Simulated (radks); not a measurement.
Os VI, configuration [Xe] 4f14 5d(up 3, down 0).

Calculated with a radial shooting solver on a logarithmic mesh with Libxc functionals: scalar-relativistic Kohn-Sham, LDA (Slater exchange, Perdew-Wang correlation), spin-polarised, spherical densities, point nucleus.

Energy parts (Ry):
part                       energy
total                 -34476.8819
kinetic                38214.0725
electron-nucleus      -85146.4109
Hartree                13108.2144
exchange-correlation    -652.7580

Orbitals (lengths in bohr, moments of r in powers of bohr; r(90%) holds 90 % of the orbital's charge):
orbital	occ.	eigenvalue (Ry)	<r^4>	r(90%)
1s up	1	-5430.297	5.128e-07	0.0324
1s down	1	-5430.297	5.128e-07	0.0324
2s up	1	-949.6700	0.00007635	0.116
2s down	1	-949.6536	0.00007635	0.116
2p up	3	-827.7903	0.00006069	0.110
2p down	3	-827.7766	0.00006068	0.110
3s up	1	-224.5064	0.002790	0.285
3s down	1	-224.4986	0.002790	0.285
3p up	3	-188.7286	0.003024	0.291
3p down	3	-188.7202	0.003024	0.291
3d up	5	-148.7128	0.002329	0.273
3d down	5	-148.7005	0.002329	0.273
4s up	1	-50.96632	0.06435	0.620
4s down	1	-50.94956	0.06432	0.620
4p up	3	-39.22714	0.08592	0.668
4p down	3	-39.21021	0.08581	0.668
4d up	5	-24.65718	0.1231	0.732
4d down	5	-24.63673	0.1226	0.732
5s up	1	-11.32402	1.779	1.42
5s down	1	-11.19720	1.750	1.42
4f up	7	-8.45117	0.3089	0.905
4f down	7	-8.41819	0.2997	0.900
5p up	3	-8.26349	3.138	1.64
5p down	3	-8.10872	3.092	1.64
5d up	3	-4.67862	9.487	2.18
5d down	0	-4.49819	9.707	2.19

The highest occupied level is 5d up at -63.656 eV. Summed over all electrons, <r^2> = 29.01 bohr^2, which gives a Langevin (diamagnetic) susceptibility term of -23 x 10^-6 cm^3/mol. The density falls to 0.001 e/bohr^3 at r = 2.97 bohr. Spin moment in Bohr magnetons: 3.
